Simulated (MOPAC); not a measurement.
MOPAC input (PM7):

```
PM7 FORCE THERMO(298,298) PRECISE LET UHF MS=0.5 GEO-OK AUX(PRECISION=9) THREADS=1
C2HO

C     1.49087065 1   -0.09659047 1   -0.18079479 1
C     0.18752062 1   -0.03116102 1   -0.01147556 1
O    -1.06688827 1    0.17230659 1    0.06860977 1
H    -1.51752189 1   -0.58328536 1    0.58536364 1
```

Output:

```
 *******************************************************************************
 **                                                                           **
 **                              MOPAC v23.2.5                                **
 **                                                                           **
 *******************************************************************************
 ** MOPAC's Digital Object Identifier: https://doi.org/10.5281/zenodo.6511958 **
 **                                                                           **
 ** Please cite the open-source release paper for use of this MOPAC version:  **
 ** J. E. Moussa and J. J. P. Stewart (2026)                                  **
 ** MOPAC: An open-source semiempirical molecular orbital program             **
 ** J. Open Source Softw., 11(119), 8025, https://doi.org/10.21105/joss.08025 **
 *******************************************************************************

                              PM7 CALCULATION RESULTS

 *******************************************************************************
 *  PM7        - The PM7 Hamiltonian to be used
 *  GEO-OK     - OVERRIDE INTERATOMIC DISTANCE AND OTHER SAFETY CHECKS
 *  UHF        - UNRESTRICTED HARTREE-FOCK CALCULATION
 *  MS=        - IN MECI, MAGNETIC COMPONENT OF SPIN =  0.5
 *  LET        - OVERRIDE SOME SAFETY CHECKS
 *  PRECISE    - TIGHTER CRITERIA TO BE USED
 *  FORCE      - FORCE CALCULATION SPECIFIED
 *  AUX        - OUTPUT AUXILIARY INFORMATION
 *  THERMO     - THERMODYNAMIC QUANTITIES TO BE CALCULATED
 *******************************************************************************
PM7 FORCE THERMO(298,298) PRECISE LET UHF MS=0.5 GEO-OK AUX(PRECISION=9) THREADS=1
 C2HO

   ATOM   CHEMICAL          X               Y               Z
  NUMBER   SYMBOL      (ANGSTROMS)     (ANGSTROMS)     (ANGSTROMS)

     1       C          1.49087065  *  -0.09659047  *  -0.18079479  *
     2       C          0.18752062  *  -0.03116102  *  -0.01147556  *
     3       O         -1.06688827  *   0.17230659  *   0.06860977  *
     4       H         -1.51752189  *  -0.58328536  *   0.58536364  *

          CARTESIAN COORDINATES

    NO.       ATOM           X           Y           Z

     1         C          1.4909     -0.0966     -0.1808
     2         C          0.1875     -0.0312     -0.0115
     3         O         -1.0669      0.1723      0.0686
     4         H         -1.5175     -0.5833      0.5854

 General Reference for PM7:
 "Optimization of Parameters for Semiempirical Methods VI: More Modifications to the
 NDDO Approximations and Re-optimization of Parameters", J. J. P. Stewart, J. Mol. Mod., 1:32, 19 (2013)
 https://link.springer.com/article/10.1007/s00894-012-1667-x

           Empirical Formula: C2 H O  =     4 atoms

      MOLECULAR POINT GROUP   :   Cs

          UHF CALCULATION, NO. OF ALPHA ELECTRONS =    8
                           NO. OF BETA  ELECTRONS =    7

          HEAT OF FORMATION =      91.977332 KCALS/MOLE

          CARTESIAN COORDINATE DERIVATIVES

   NUMBER  ATOM         X            Y            Z

     1       C     -0.008043     0.009048     0.001968
     2       C      0.003443    -0.011433    -0.003898
     3       O     -0.000696    -0.006827     0.001607
     4       H      0.005295     0.009212     0.000324

 DIPOLE           X         Y         Z       TOTAL
 POINT-CHG.    -0.223    -1.156     0.001     1.177
 HYBRID         2.397    -0.095     0.000     2.398
 SUM            2.174    -1.251     0.001     2.508

          GRADIENT NORM =   0.02170

          MOLECULAR WEIGHT =   41.03

          ROTATIONAL CONSTANTS IN CM(-1)

          A =   20.30188045   B =    0.34758613   C =    0.34173532

           PRINCIPAL MOMENTS OF INERTIA IN UNITS OF 10**(-40)*GRAM-CM**2

          A =        1.3788   B =       80.5347   C =       81.9135

          ORIENTATION OF MOLECULE IN FORCE CALCULATION

    NO.       ATOM         X         Y         Z

     1          C      -1.4658   -0.0454   -0.0000
     2          C      -0.1499   -0.0454   -0.0000
     3          O       1.1129    0.1177   -0.0000
     4          H       1.5882   -0.7852    0.0007

    FIRST DERIVATIVES WILL BE USED IN THE CALCULATION OF SECOND DERIVATIVES

    FOR POINT-GROUP Cs   THERE ARE   2 UNIQUE SYMMETRY FUNCTIONS.

(To convert to Hartree/Bohr^2, multiply by (10^(-21) x N x a0^2)/(4.184 x 627.51) =  0.0642)

           FORCE MATRIX IN MILLIDYNES/ANGSTROM

                  C  1       C  2       O  3       H  4
 ------------------------------------------------------
     C    1  61.512903
     C    2  60.862640  70.789918
     O    3   0.633970   9.072061  11.109403
     H    4   0.068503   1.305120   3.739057   4.337617

          HEAT OF FORMATION =      91.977332 KCALS/MOLE

          ZERO POINT ENERGY      14.651 KCAL/MOL

           NORMAL COORDINATE ANALYSIS (Total motion = 1 Angstrom)

   Root No.       1         2         3         4         5         6

                 1 A"      1 A'      2 A'      3 A'      4 A'      5 A'

                 296.4     356.4    1281.4    1331.6    2738.1    4244.4

           1    0.0000   -0.0142   -0.0793   -0.1201    0.0110   -0.4374
           2   -0.0001   -0.1698    0.0042   -0.0032    0.0001   -0.0001
           3   -0.1762    0.0001   -0.0000   -0.0000    0.0000   -0.0000
           4   -0.0000   -0.0145   -0.0661   -0.0983    0.0021    0.4744
           5    0.0003    0.3160   -0.0719    0.0221   -0.0044    0.0024
           6    0.3481   -0.0002    0.0000   -0.0000    0.0000    0.0000
           7    0.0000    0.0407    0.1444    0.1281    0.0224   -0.0242
           8   -0.0001   -0.0922    0.0731   -0.0336   -0.0459   -0.0035
           9   -0.1057    0.0000   -0.0000    0.0000    0.0000   -0.0000
          10    0.0000   -0.3038   -0.5591    0.5688   -0.5110   -0.0572
          11   -0.0003   -0.2790   -0.3527    0.3075    0.7807    0.0281
          12   -0.3700    0.0004    0.0002   -0.0002   -0.0006   -0.0000

           MASS-WEIGHTED COORDINATE ANALYSIS (NORMAL COORDINATES)

   Root No.       1         2         3         4         5         6

                 1 A"      1 A'      2 A'      3 A'      4 A'      5 A'

                 296.4     356.4    1281.4    1331.6    2738.1    4244.4

           1    0.0000   -0.0358   -0.2682   -0.4169    0.0396   -0.6769
           2   -0.0003   -0.4287    0.0141   -0.0109    0.0002   -0.0001
           3   -0.4169    0.0003   -0.0000   -0.0000    0.0000   -0.0000
           4   -0.0000   -0.0367   -0.2236   -0.3410    0.0077    0.7342
           5    0.0006    0.7978   -0.2434    0.0766   -0.0160    0.0037
           6    0.8237   -0.0006    0.0002   -0.0001    0.0000    0.0000
           7    0.0000    0.1185    0.5636    0.5131    0.0932   -0.0433
           8   -0.0002   -0.2686    0.2854   -0.1345   -0.1913   -0.0063
           9   -0.2888    0.0001   -0.0002    0.0001    0.0002   -0.0000
          10    0.0000   -0.2222   -0.5478    0.5718   -0.5345   -0.0256
          11   -0.0002   -0.2040   -0.3456    0.3091    0.8168    0.0126
          12   -0.2536    0.0003    0.0002   -0.0002   -0.0007   -0.0000

          DESCRIPTION OF VIBRATIONS

 VIBRATION          1    1A"         ATOM PAIR     ENERGY CONTRIBUTION    RADIAL
 FREQUENCY           296.43         C 1 -- C 2         +54.7% ( 85.3%)      0.0%
 TRANSITION DIPOLE   0.5067         C 2 -- O 3         +43.7% ( 76.3%)      0.0%
 TRAVEL (Ang.)       0.1946         O 3 -- H 4          +1.6% ( 14.7%)      0.0%
 REDUCED MASS        6.0071
 EFFECTIVE MASS     11.2541
 FORCE CONSTANT      0.3110

 VIBRATION          2    1A'         ATOM PAIR     ENERGY CONTRIBUTION    RADIAL
 FREQUENCY           356.38         C 2 -- O 3         +47.7% (129.5%)      0.0%
 TRANSITION DIPOLE   1.1217         C 1 -- C 2         +35.3% (111.4%)      0.0%
 TRAVEL (Ang.)       0.1868         O 3 -- H 4         +17.0% ( 77.2%)     38.7%
 REDUCED MASS        5.4239
 EFFECTIVE MASS     18.9043
 FORCE CONSTANT      0.4059

 VIBRATION          3    2A'         ATOM PAIR     ENERGY CONTRIBUTION    RADIAL
 FREQUENCY          1281.38         C 2 -- O 3         +49.6% ( 87.5%)     80.0%
 TRANSITION DIPOLE   0.8925         O 3 -- H 4         +45.8% ( 84.1%)      0.1%
 TRAVEL (Ang.)       0.1340         C 1 -- C 2          +4.5% ( 26.4%)      2.9%
 REDUCED MASS        2.9317
 EFFECTIVE MASS      8.5120
 FORCE CONSTANT      2.8361

 VIBRATION          4    3A'         ATOM PAIR     ENERGY CONTRIBUTION    RADIAL
 FREQUENCY          1331.59         C 2 -- O 3         +60.7% (101.1%)     86.9%
 TRANSITION DIPOLE   0.4014         O 3 -- H 4         +31.8% ( 73.1%)     66.6%
 TRAVEL (Ang.)       0.1595         C 1 -- C 2          +7.5% ( 35.6%)     42.9%
 REDUCED MASS        1.9894
 EFFECTIVE MASS      8.0426
 FORCE CONSTANT      2.0784

 VIBRATION          5    4A'         ATOM PAIR     ENERGY CONTRIBUTION    RADIAL
 FREQUENCY          2738.07         O 3 -- H 4         +99.6% ( 99.9%)     99.5%
 TRANSITION DIPOLE   1.1397         C 2 -- O 3          +0.3% (  5.7%)     10.2%
 TRAVEL (Ang.)       0.1612         C 1 -- C 2          +0.1% (  3.5%)     79.4%
 REDUCED MASS        0.9479
 EFFECTIVE MASS      1.3254
 FORCE CONSTANT      4.1870

 VIBRATION          6    5A'         ATOM PAIR     ENERGY CONTRIBUTION    RADIAL
 FREQUENCY          4244.43         C 1 -- C 2         +76.6% ( 99.7%)    100.0%
 TRANSITION DIPOLE   3.7611         C 2 -- O 3         +23.4% ( 55.1%)     98.7%
 TRAVEL (Ang.)       0.0514
 REDUCED MASS        6.0122
 EFFECTIVE MASS     12.0058
 FORCE CONSTANT     63.8149

      SYMMETRY NUMBER FOR POINT-GROUP Cs  =  1

          SYSTEM IS A GROUND STATE

 C2HO

          MOLECULE IS NOT LINEAR

          THERE ARE  6 GENUINE VIBRATIONS IN THIS SYSTEM
          THIS THERMODYNAMICS CALCULATION IS LIMITED TO
          MOLECULES WHICH HAVE NO INTERNAL ROTATIONS

                    CALCULATED THERMODYNAMIC PROPERTIES
                                          *
   TEMP. (K)   PARTITION FUNCTION   H.O.F.    ENTHALPY  HEAT CAPACITY ENTROPY
                                   KCAL/MOL   CAL/MOLE    CAL/K/MOL  CAL/K/MOL

 298.00  VIB.     0.1606D+01                   502.0109     3.5326     2.6265
         ROT.     0.3402D+04                   888.2803     2.9808    19.1411
         INT.     0.5465D+04                  1390.2912     6.5134    21.7677
         TRA.     0.2541D+27                  1480.4672     4.9680    37.0602
         TOT.                       91.977    2870.7583    11.4814    58.8279

   *: NOTE: HEATS OF FORMATION ARE RELATIVE TO THE
            ELEMENTS IN THEIR STANDARD STATE AT 298K
              (=  Standard Enthalpy of Formation).

            Hvib:  Zero-point energy is not included.
                   frequencies of less than zero cm-1 are not included.
            Hrot = (3/2)RT
            Htra = (3/2)RT + pV = (5/2)RT

            Heat capacity is Cp, not Cv

          For more information, see: HTTP://OpenMOPAC.net/Manual/thermochemistry.html

           FORCE CONSTANT IN CARTESIAN COORDINATES (Millidynes/A)

    ATOM   CHEMICAL       X               Y               Z
   NUMBER   SYMBOL  FORCE CONSTANT  FORCE CONSTANT  FORCE CONSTANT

      1       C       61.510693        0.168543        0.108334
      2       C       70.772748        1.349348        0.422515
      3       O       10.265297        4.240245        0.071873
      4       H        1.919769        3.192136        0.003917

 **********************
 *                    *
 * JOB ENDED NORMALLY *
 *                    *
 **********************

 == MOPAC DONE ==
```
